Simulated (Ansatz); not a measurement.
## Isomers

Structures of BSiH2ClO, closed shell, relaxed at PBE0-D4/def2-TZVP (vibrations not checked; lower isomers may exist, and structures with a doubtful reference or unclear bonds are left out). Program: Ansatz 0.2.0. Basis: def2-TZVPP. Cores are frozen in the correlated methods. B3LYP uses VWN-RPA correlation.

Problem. Rank them by CCSD(T) energy, lowest first, and give each one's height above the lowest. Links in brackets join atoms within 1.22 times the sum of their covalent radii (1.1 for two metals). (To be estimated.)
A.
BSiH₂ClO ([OH][BH][Si][Cl])
```
6
angstrom
B -0.4787 0.9401 -0.0164
Si 0.2085 -0.9099 0.5714
O 0.2046 2.0857 -0.2341
Cl 0.3680 -1.5025 -1.4365
H -1.6687 1.0133 -0.2143
H 1.1511 2.0357 -0.0797
```
B.
BSiH₂ClO ([O][B][SiH2][Cl])
```
6
angstrom
O 0.8110 -2.2898 0.9261
B 0.4693 -1.2168 0.5101
Si -0.0823 0.5716 -0.1750
Cl -1.9443 0.3897 -1.0024
H 0.8780 1.0148 -1.2089
H -0.1318 1.5304 0.9502
```
C.
BSiH₂ClO ([BH2][Si]([O])[Cl])
```
6
angstrom
B -0.2965 1.0062 -0.1604
Si 0.2544 -0.8330 0.3620
O 0.4632 -1.3577 1.7663
Cl 0.5011 -1.9291 -1.3367
H -1.4521 1.2716 -0.2764
H 0.5300 1.8419 -0.3548
```
D.
a complex of BSiClO ([O][Si][B][Cl]) + H₂
```
6
angstrom
B 1.1554 0.4324 0.1393
Si -0.2542 -1.0506 0.8686
O -0.2777 -2.4858 0.3693
Cl 1.5202 1.9434 0.8263
H -1.4136 0.6616 -0.9236
H -0.7684 0.6272 -1.3161
```

Solution. By the calculation: B (0.00 kcal/mol), A (43.08 kcal/mol), C (44.12 kcal/mol), D (108.67 kcal/mol). Heights count from the lowest.

Problem. Do PBE-D4, r2SCAN-D4, PBE0-D4, B3LYP-D4, wB97M-V, HF, MP2 give the same order? (A judgement: the text doesn't fix the answer.)

Solution. The calculation gives: Lowest first: r2SCAN-D4 B < C < A < D; MP2 B < C < A < D. The others agree with CCSD(T).

The T1 diagnostic stays at or below 0.026. The T1 diagnostic is large here, which may signal multireference character or strong orbital relaxation, so CCSD(T) is less sure. The restricted Hartree–Fock reference is unstable towards an unrestricted one at one or more of these structures. A large double-excitation amplitude points to some diradical character; no triplet was computed.

For scale, one of the runs: CCSD(T)/def2-TZVPP, 174 basis functions, launched by `ansatz run in.yaml --threads 2 --pin off --events-out ev --progress --plain --max-ram 4352MiB`. Hardware: 2 CPU threads of an Arm Neoverse V1, shared host. Wall time 40 s; peak host memory 1.4 GiB.
